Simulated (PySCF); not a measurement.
C₂H₈GeO₂, singlet, geometry from GFN2-xTB, atoms displaced at random by about 0.08 Å a coordinate; DF-HF/STO-3G, gradient run with PySCF.

PySCF was given this input:
```python
from pyscf import gto, scf

mol = gto.Mole()
mol.atom = '''
    Ge    0.84308522    0.14531790    0.71823151
    O     1.58326785   -0.19837829   -0.89290587
    O    -0.95765044   -0.31952726    0.40706232
    C    -1.80677229    0.48485057   -0.65903253
    C    -2.95928539   -0.63468758   -1.01225392
    H     1.22957405    1.52655399    0.88997064
    H     1.19656667   -0.88384185    1.61788608
    H     1.67690039   -0.99378923   -1.35901993
    H    -1.20039057    0.43656807   -1.64099338
    H    -2.31241131    1.22892360   -0.31368050
    H    -3.53882349   -0.14813463   -1.69010022
    H    -2.36250384   -1.58745943   -1.28691336
    H    -3.45515775   -1.02947182   -0.01467747
'''
mol.basis = 'sto-3g'
mol.verbose = 4
mol.build()

mf = scf.RHF(mol)
mf = mf.density_fit(auxbasis='def2-universal-jkfit')
mf.kernel()
g = mf.nuc_grad_method()
g.auxbasis_response = False
grad = g.kernel()
```

**Question.** Predict the main parts of the log of this PySCF run.

**Answer.** 
```
PySCF version 2.14.0

[INPUT] verbose = 4
[INPUT] num. atoms = 13
[INPUT] num. electrons = 68
[INPUT] charge = 0
[INPUT] spin (= nelec alpha-beta = 2S) = 0
[INPUT] symmetry False subgroup None
[INPUT] Mole.unit = angstrom
[INPUT] Symbol           X                Y                Z      unit          X                Y                Z       unit  Magmom
[INPUT]  1 Ge     0.843085220000   0.145317900000   0.718231510000 AA    1.593200165469   0.274611031997   1.357260847933 Bohr   0.0
[INPUT]  2 O      1.583267850000  -0.198378290000  -0.892905870000 AA    2.991942618329  -0.374880637160  -1.687347549316 Bohr   0.0
[INPUT]  3 O     -0.957650440000  -0.319527260000   0.407062320000 AA   -1.809697054669  -0.603819010733   0.769236300430 Bohr   0.0
[INPUT]  4 C     -1.806772290000   0.484850570000  -0.659032530000 AA   -3.414304797553   0.916234788639  -1.245390988879 Bohr   0.0
[INPUT]  5 C     -2.959285390000  -0.634687580000  -1.012253920000 AA   -5.592238911527  -1.199385700863  -1.912882677317 Bohr   0.0
[INPUT]  6 H      1.229574050000   1.526553990000   0.889970640000 AA    2.323558204372   2.884768955462   1.681800768504 Bohr   0.0
[INPUT]  7 H      1.196566670000  -0.883841850000   1.617886080000 AA    2.261183296083  -1.670219033929   3.057361591946 Bohr   0.0
[INPUT]  8 H      1.676900390000  -0.993789230000  -1.359019930000 AA    3.168882475276  -1.877989470242  -2.568175465526 Bohr   0.0
[INPUT]  9 H     -1.200390570000   0.436568070000  -1.640993380000 AA   -2.268409419811   0.824994087030  -3.101028060424 Bohr   0.0
[INPUT] 10 H     -2.312411310000   1.228923600000  -0.313680500000 AA   -4.369824063247   2.322329032015  -0.592770235617 Bohr   0.0
[INPUT] 11 H     -3.538823490000  -0.148134630000  -1.690100220000 AA   -6.687407199278  -0.279933880264  -3.193826538867 Bohr   0.0
[INPUT] 12 H     -2.362503840000  -1.587459430000  -1.286913360000 AA   -4.464485225833  -2.999863556558  -2.431913796444 Bohr   0.0
[INPUT] 13 H     -3.455157750000  -1.029471820000  -0.014677470000 AA   -6.529301864668  -1.945419792758  -0.027736398502 Bohr   0.0

nuclear repulsion = 375.897927077564
number of shells = 28
number of NR pGTOs = 138
number of NR cGTOs = 46
basis = sto-3g
ecp = {}

******** <class 'pyscf.df.df_jk.DFRHF'> ********
method = DFRHF
initial guess = minao
damping factor = 0
level_shift factor = 0
DIIS = <class 'pyscf.scf.diis.CDIIS'>
diis_start_cycle = 1
diis_space = 8
diis_damp = 0
SCF conv_tol = 1e-09
SCF conv_tol_grad = None
SCF max_cycles = 50
direct_scf = False
Set gradient conv threshold to 3.16228e-05
Initial guess from minao.
******** <class 'pyscf.df.df.DF'> ********
auxbasis = def2-universal-jkfit
init E= -2276.16976426136
  HOMO = -0.401720507026234  LUMO = -0.0749542278548788  gap/eV = 8.89176
cycle= 1 E= -2278.62304959269  delta_E= -2.45  |g|= 0.696  |ddm|= 4.07
  HOMO = -0.0969032190657951  LUMO = 0.441195934563695  gap/eV = 14.64242
cycle= 2 E= -2278.80383760111  delta_E= -0.181  |g|= 0.23  |ddm|= 1.27
  HOMO = -0.277911621997777  LUMO = 0.371777013153878  gap/eV = 17.67893
cycle= 3 E= -2278.82206207561  delta_E= -0.0182  |g|= 0.0527  |ddm|= 0.372
  HOMO = -0.289087069004375  LUMO = 0.368290680751874  gap/eV = 17.88816
cycle= 4 E= -2278.8234712899  delta_E= -0.00141  |g|= 0.0143  |ddm|= 0.094
  HOMO = -0.290060264780651  LUMO = 0.364830099246734  gap/eV = 17.82047
cycle= 5 E= -2278.82361139965  delta_E= -0.00014  |g|= 0.00375  |ddm|= 0.0357
  HOMO = -0.291082147773221  LUMO = 0.364710050651455  gap/eV = 17.84501
cycle= 6 E= -2278.82362247087  delta_E= -1.11e-05  |g|= 0.00112  |ddm|= 0.00963
  HOMO = -0.291334123666345  LUMO = 0.364499884627312  gap/eV = 17.84615
cycle= 7 E= -2278.8236237159  delta_E= -1.25e-06  |g|= 0.00019  |ddm|= 0.00401
  HOMO = -0.291361913073674  LUMO = 0.364456226753604  gap/eV = 17.84572
cycle= 8 E= -2278.82362375083  delta_E= -3.49e-08  |g|= 5.38e-05  |ddm|= 0.000632
  HOMO = -0.291362186711851  LUMO = 0.364458478789743  gap/eV = 17.84579
cycle= 9 E= -2278.82362375344  delta_E= -2.61e-09  |g|= 1.34e-05  |ddm|= 0.00018
  HOMO = -0.291360636145571  LUMO = 0.364458155666261  gap/eV = 17.84574
cycle= 10 E= -2278.82362375363  delta_E= -1.93e-10  |g|= 4.58e-06  |ddm|= 4.59e-05
  HOMO = -0.291360610718942  LUMO = 0.364458004452078  gap/eV = 17.84573
Extra cycle  E= -2278.82362375365  delta_E= -2.18e-11  |g|= 2.5e-06  |ddm|= 1.21e-05
converged SCF energy = -2278.82362375365

******** <class 'pyscf.df.grad.rhf.Gradients'> for <class 'pyscf.df.df_jk.DFRHF'> ********
unit = Eh/Bohr
--------------- DFRHF gradients ---------------
         x                y                z
0 Ge     0.0352365719     0.0410954333     0.0950197551
1 O     0.0083725451    -0.1127644543    -0.0627234691
2 O     0.0073756104    -0.0712475591     0.0347411055
3 C    -0.1134620243     0.2770660054     0.0367680403
4 C    -0.1102507467     0.0648370896    -0.1339085629
5 H     0.0066315279     0.0072267140    -0.0075567513
6 H    -0.0057029624    -0.0025886548    -0.0149968950
7 H     0.0080483955     0.0783848393     0.0108254941
8 H     0.0246461419    -0.0403776440    -0.0429937567
9 H     0.0554099938    -0.1432807593    -0.0477702545
10 H     0.0582165104    -0.0096145851     0.0554857476
11 H     0.0368954013    -0.0489588145     0.0151636703
12 H    -0.0115960859    -0.0411196753     0.0603398653
----------------------------------------------
```
